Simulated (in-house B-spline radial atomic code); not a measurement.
Configurations of the rubidium ion Rb³⁺, with energies counted from [Ar] 3d10 4s2 4p4. Computed with a B-spline radial code for spherical atoms: scalar-relativistic (X2C) BHandHLYP, spin-polarised, spherical fractional occupations, exact exchange averaged over the configuration, Fermi nucleus of rms radius 4.2036 fm. Shells without spins written out take the highest spin.

Occupations are held fixed; configurations that lie above the ionisation limit could autoionise.

| configuration | E - E(ref) (eV) | highest orbital | its <r> (bohr) |
| --- | --- | --- | --- |
| [Ar] 3d10 4s2 4p3 5p1 | 29.757 | 5p up | 3.602 |
| [Ar] 3d10 4s1 4p4 4d1 | 38.439 | 4d up | 2.076 |
| [Ar] 3d10 4s1 4p4 5p1 | 47.467 | 5p up | 3.582 |
| [Ar] 3d10 4s1 4p4 4f1 | 54.892 | 4f up | 3.833 |

Problem. Order these further configurations by energy, lowest first.
A. [Ar] 3d10 4s2 4p3 5f1
B. [Ar] 3d9 4s2 4p4 5f1
C. [Ar] 3d10 4s2 4p3 4f1
D. [Ar] 3d10 4s1 4p4 5f1

Solution. C (37.12 eV), A (42.199 eV), D (60.037 eV), B (145.12 eV).
